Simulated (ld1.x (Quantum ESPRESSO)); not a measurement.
## u(r) = r·R(r): atom against pseudo-atom (vanadium (V))

Columns: radius, all-electron u(r) and pseudo u(r) of the 3d shell (level -5.38 eV) of vanadium in the configuration [Ne] 3s2 3p6 3d3 4s2 4p0; LDA (PZ), scalar-relativistic, TM scheme, ld1.x (Quantum ESPRESSO) 7.5.

| r (bohr) | all-electron | pseudo |
| --- | --- | --- |
| 0.128 | 0.0698 | 0.0104 |
| 0.255 | 0.2672 | 0.0756 |
| 0.382 | 0.4776 | 0.2208 |
| 0.510 | 0.6419 | 0.4289 |
| 0.638 | 0.7461 | 0.6453 |
| 0.765 | 0.7978 | 0.8109 |
| 0.893 | 0.8115 | 0.8963 |
| 1.020 | 0.7996 | 0.9032 |
| 1.148 | 0.7718 | 0.8576 |
| 1.275 | 0.7350 | 0.7898 |
| 1.402 | 0.6936 | 0.7207 |
| 1.530 | 0.6501 | 0.6597 |
| 1.658 | 0.6066 | 0.6086 |
| 1.785 | 0.5646 | 0.5648 |
| 1.912 | 0.5245 | 0.5245 |
| 2.040 | 0.4862 | 0.4862 |
| 2.168 | 0.4502 | 0.4502 |
| 2.295 | 0.4169 | 0.4169 |
| 2.422 | 0.3859 | 0.3859 |
| 2.550 | 0.3569 | 0.3569 |
| 2.678 | 0.3300 | 0.3300 |
| 2.805 | 0.3052 | 0.3052 |
| 2.932 | 0.2822 | 0.2822 |
| 3.060 | 0.2608 | 0.2608 |
| 3.188 | 0.2410 | 0.2410 |
| 3.315 | 0.2228 | 0.2228 |

**Question.** How many radial nodes do the two functions have?

**Answer.** The all-electron 3d function has n − l − 1 = 0; the pseudo-wave has 0.

**Question.** At about which radius was the pseudo-wave matched?

**Answer.** 1.94 bohr. The columns agree to 0.0005 from 1.78 bohr on; several derivatives are matched, so the curves merge somewhat inside the radius.

**Question.** Is the pseudo-wave norm-conserving?

**Answer.** Yes: the TM scheme keeps the norm inside the radius equal to the all-electron one, which fixes the energy derivative of the logarithmic derivative at the level.
